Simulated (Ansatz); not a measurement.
Consider the redistribution: `C[Si](F)(S)Cl` + `C[O][GeH3]` → `C[SiH](F)Cl` + `C[O][GeH2][SH]`.

Gas-phase electronic energies from Ansatz, PBE0-D4/def2-TZVP geometries. CBS: MP2 limit from def2 TZ/QZ plus the TZ coupled-cluster correction, frozen cores. Functionals use def2-TZVPP. For Ge outer-core shells are correlated without core-valence functions, which leaves a few kJ/mol of doubt a bond. Scalar relativity is left out up to krypton. One conformer a species, not always the lowest.

| level | ΔE (eV) |
| --- | --- |
| r2SCAN-D4 | 0.05 |
| PBE0 | 0.04 |
| HF/def2-TZVPP | -0.03 |
| HF/def2-QZVPP | -0.03 |

(1) What does CCSD(T)/CBS give? (Estimate.)

Largest T1 diagnostic among the species: 0.012.

Results:

(1) Ansatz gave: +0.04 eV. The listed levels differ from it by 0.01, 0.00, -0.07, -0.07 eV.

The D4 term adds +0.04 eV with B3LYP and +0.02 eV with PBE0; it sums over pairs of atoms, weighted by their polarisabilities, and B3LYP, whose exchange is more repulsive, gets the larger term. In def2-TZVPP, CCSD(T) changes the Hartree–Fock value by +0.05 eV (the triples alone add +0.01 eV) and MP2 by +0.06 eV.

B3LYP here is the variant with VWN-RPA as its local correlation; programs differ in this.
